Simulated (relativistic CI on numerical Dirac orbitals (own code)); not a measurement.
# Transition arrays of Cs16+

Method of calculation: Dirac-Coulomb-Breit CI, orbitals from a KLI potential per configuration, QED by a radiative potential, valence Slater integrals scaled by 0.9, whole transition arrays (own radial code, finite nucleus).

CI space (outside the closed core [Ar] 3d10 4s2): 4p6 4d3, 4p6 4d2 4f, 4p5 4d4, 4p6 4d2 5p, 4p6 4d2 5f. Levels of other configurations are missing.

All E1 lines from the levels of 4p6 4d3; mean and standard deviation are weighted by gf, and upper levels are sorted by their leading configuration.

```csv
Upper configuration,Lines,Σgf,Mean (eV),Mean (nm),σ (eV),Strongest line (nm)
4p6 4d2 4f,432,267.5,122.73,10.102,3.01,10.055
4p5 4d4,2007,554.3,122.55,10.117,6.11,9.904
4p6 4d2 5p,466,38.7,149.95,8.268,2.55,8.233
4p6 4d2 5f,721,25.0,228.07,5.436,2.41,5.438
```

Σgf per state of the lower configuration in bins of 0.2 nm over the central range (centre: value): 5.5: 0.14, 8.1: 0.07, 8.3: 0.20, 8.5: 0.04, 9.5: 0.07, 9.7: 0.30, 9.9: 1.94, 10.1: 3.74, 10.3: 0.37, 10.5: 0.11.

(1) How do configuration mixing and the scaling of the Slater integrals move the arrays?

Answers

(1) Slater scale 0.9, no configuration mixing: 4p6 4d2 4f 112.9 ± 4.6 eV (Σgf 298.0), 4p5 4d4 113.5 ± 9.3 eV (Σgf 448.9), 4p6 4d2 5p 150.1 ± 2.5 eV (Σgf 47.0), 4p6 4d2 5f 227.9 ± 2.4 eV (Σgf 33.0); Slater scale 1: 4p6 4d2 4f 124.5 ± 3.3 eV (Σgf 223.4), 4p5 4d4 125.1 ± 5.8 eV (Σgf 615.8), 4p6 4d2 5p 149.9 ± 2.8 eV (Σgf 37.1), 4p6 4d2 5f 228.1 ± 2.6 eV (Σgf 24.4); Slater scale 0.8: 4p6 4d2 4f 120.5 ± 2.9 eV (Σgf 272.6), 4p5 4d4 120.1 ± 6.2 eV (Σgf 532.1), 4p6 4d2 5p 150.0 ± 2.3 eV (Σgf 40.0), 4p6 4d2 5f 228.0 ± 2.2 eV (Σgf 25.5). With mixing, levels are counted to their leading configuration, so an array can shrink or vanish into another, and the sums then hold other lines.
